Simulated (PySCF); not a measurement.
# How methods differ on the fine-structure interval of Xe³⁵⁺

Xe³⁵⁺ [Ar] 3d1 [3d3/2^1, M_J = 3/2] → Xe³⁵⁺ [Ar] 3d1 [3d5/2^1, M_J = 5/2], as a difference of total energies. Calculation: PySCF 2.14, in an even-tempered Gaussian basis (16 s from 6.6 bohr⁻², ratio 2.8; 12 p from 8.6 bohr⁻², ratio 2.8; 8 d from 8.6 bohr⁻², ratio 2.8; 3 f from 26 bohr⁻², ratio 3); the two-component X2C-1e Hamiltonian. Correlated levels: [Ne] frozen; the 74 highest virtual spinors dropped. "Screened" scales the spin-orbit matrix elements by Boettger's factors to mimic the two-electron term; Breit and QED terms are absent.

```csv
method,fine-structure interval (cm⁻¹)
GHF (screened spin-orbit),136960
GMP2 (screened spin-orbit),136980
GHF (bare spin-orbit),168230
```
